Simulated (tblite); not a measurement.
Species: C6H13GeN.
Atom-mapped SMILES: `[NH2:1][GeH2:2][C@@H:3]1[CH2:4][C@H:5]1[CH:6]1[CH2:7][CH2:8]1` (hydrogens: H9, H10 on N1; H11, H12 on Ge2; H13 on C3; H14, H15 on C4; H16 on C5; H17 on C6; H18, H19 on C7; H20, H21 on C8)

Geometry (GFN2-xTB, Å), atoms numbered from 1 in this order:
```
atom  x, y, z in Å
N1     2.7528    1.2678    1.2097
Ge2    2.5891   -0.0866    0.0150
C3     0.8241   -0.8694    0.2854
C4     0.2332   -1.8078   -0.7288
C5    -0.3210   -0.4287   -0.5896
C6    -1.6687   -0.2094    0.0102
C7    -2.7765    0.3571   -0.8280
C8    -2.1517    1.1915    0.2484
H9     1.9948    1.9351    1.2391
H10    3.6263    1.7737    1.2267
H11    2.7207    0.3350   -1.4421
H12    3.7420   -1.0036    0.3195
H13    0.5644   -1.0730    1.3180
H14    0.8124   -2.0370   -1.6124
H15   -0.3590   -2.6375   -0.3702
H16   -0.0839    0.2675   -1.3888
H17   -1.9414   -0.9534    0.7495
H18   -3.7792   -0.0133   -0.6783
H19   -2.5554    0.6069   -1.8547
H20   -2.7249    1.3976    1.1391
H21   -1.5069    2.0046   -0.0505
```

All values are computed: GFN2-xTB (tblite) harmonic vibrations without scaling, gas phase. The method is semi-empirical: single wavenumbers can be off by several per cent or more. Modes of hydrogen on germanium can be 10 to 20 % off. One conformer, not necessarily the lowest.

Harmonic wavenumbers (cm⁻¹): 31.0, 49.8, 76.8, 138.7, 163.6, 215.4, 255.7, 301.0, 353.3, 426.6, 469.4, 514.4, 595.1, 623.9, 661.0, 678.9, 784.8, 799.7, 820.7, 843.2, 851.6, 894.9, 957.6, 967.1, 982.1, 995.3, 1032.1, 1056.9, 1065.3, 1067.8, 1080.3, 1094.7, 1110.2, 1156.1, 1200.7, 1217.1, 1248.4, 1254.7, 1334.7, 1428.3, 1441.0, 1473.0, 1496.3, 1498.0, 1829.2, 1974.3, 3002.3, 3018.0, 3040.2, 3063.7, 3078.6, 3084.8, 3089.4, 3090.5, 3108.7, 3425.6, 3454.6.

A = 3004, B = 667.5, C = 580.6 MHz; mass 173.026 u (most abundant isotopes); point group C1, symmetry number 1.

Problem. Zero-point energy?

Solution. ½Σν̃ = 37484 cm⁻¹ = 448.40 kJ/mol.

Problem. Entropy at 273.15 K, 1 bar (ideal gas, RRHO, classical rotation)?

Solution. Translation 171.31, rotation 124.44, vibration 123.26: S = 419.0 J/(mol K).

Problem. And Cp and H(273.15 K) − H(0)?

Solution. Cp = 159.31 J/(mol K), of which vibrations give 126.05 (their classical limit is 57 R = 473.9); H(273.15 K) − H(0) = 26.17 kJ/mol without the zero-point energy, 17.09 from vibrations.

Problem. Which modes carry the vibrational entropy at 273.15 K?

Solution. 31.0 cm⁻¹: 23.39; 49.8 cm⁻¹: 19.46; 76.8 cm⁻¹: 15.90; 138.7 cm⁻¹: 11.11; 163.6 cm⁻¹: 9.80; 215.4 cm⁻¹: 7.70 J/(mol K); the other 51 give 35.90 together.

Problem. What must be added to the electronic energy to get the Gibbs energy at 273.15 K and 1 bar?

Solution. ZPE + [H(273.15 K) − H(0)] − T·S = 448.40 + 26.17 − 114.45 = 360.12 kJ/mol.

Hindered rotation and anharmonicity are outside this model. Other conformers, if any are populated, would add a mixing term that is left out. The structure is chiral; the term R ln 2 for an equal mix with its mirror image is left out.
